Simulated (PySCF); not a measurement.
Bi(H)2(OH) (BiH3O), SMILES [OH][BiH2].

Coordinates come from a PBE0-D3(BJ)/def2-TZVP optimisation. The def2 effective core potentials stand for the cores of Bi; spin–orbit coupling is left out.

Method: IEF-PCM-M06-2X/def2-SVP in PySCF.

The values are the electrostatic part of the solvation free energy, E(continuum) − E(gas) at the gas-phase geometry, in a cavity of scaled van der Waals radii (PySCF's table); cavitation and dispersion terms are not included. A continuum can't describe solvent molecules that bind to the metal. In vacuum the orbital gap is 9.13 eV. The dipole moment in vacuum is 1.90 D.

| solvent | ε | ΔG(elec) (kcal/mol) | dipole (D) | gap (eV) |
|---|---|---|---|---|
| water | 78.36 | -5.6 | 2.43 | 9.17 |
| acetone | 20.49 | -5.3 | 2.40 | 9.17 |
| dimethylsulfoxide | 46.83 | -5.6 | 2.42 | 9.17 |
